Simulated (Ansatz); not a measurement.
Isolated molecules relaxed with PBE0-D4/def2-TZVP in Ansatz; ΔE leaves out vibrations. CCSD(T)/CBS adds triple-zeta CCSD(T) − MP2 to the extrapolated MP2 energy (def2 sets, frozen cores). This one scheme is used for every species. For Se outer-core shells are correlated without core-valence functions, which leaves a few kJ/mol of doubt a bond. Scalar relativity is left out up to krypton. Each species was taken in one conformer, which may not be the lowest.

Consider the ligand exchange at the Si–Se bond: `C[Se][SiH2]S` + CH₃SH → `CS[SiH2]S` + `C[SeH]`.

```csv
species,CCSD/def2-TZVPP energy (Eh)
`C[Se][SiH2]S`,-3128.56989
CH₃SH,-438.14958
`CS[SiH2]S`,-1126.18290
`C[SeH]`,-2440.53519
```

(1) Work out ΔE.

Largest T1 diagnostic among the species: 0.011.

Answers

(1) ΔE = (-1126.18290) + (-2440.53519) − (-3128.56989) − (-438.14958) = 0.00138 Eh = +3.6 kJ/mol. CCSD(T)/CBS gives +5.1 kJ/mol.
